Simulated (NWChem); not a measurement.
Species: Si$_{2}$H$_{5}$, doublet; SMILES [SiH2][SiH3]

Program: NWChem. Spin-unrestricted. Geometry: optimised at PBE0/def2-SVP, spin-unrestricted. No stability test was run on the SCF state. Vertical excitations in the gas phase; the lowest state need not have the same character in each row. Excited states of an open shell can be spin-contaminated.

| level | lowest excitation (eV) | oscillator strength of that lowest state | lowest empty minus highest occupied level, either spin (eV) |
|---|---|---|---|
| PBE/def2-SVP, TDA | 3.83 | 0.005 | 1.64 |
| B3LYP/def2-SVP, TDA | 3.96 | 0.007 | 2.93 |
| LDA (Slater exchange, VWN5)/def2-SVP, TDA | 3.58 | 0.004 | 1.18 |
| LRC-wPBEh/def2-SVP, TDA | 4.20 | 0.008 | 7.13 |
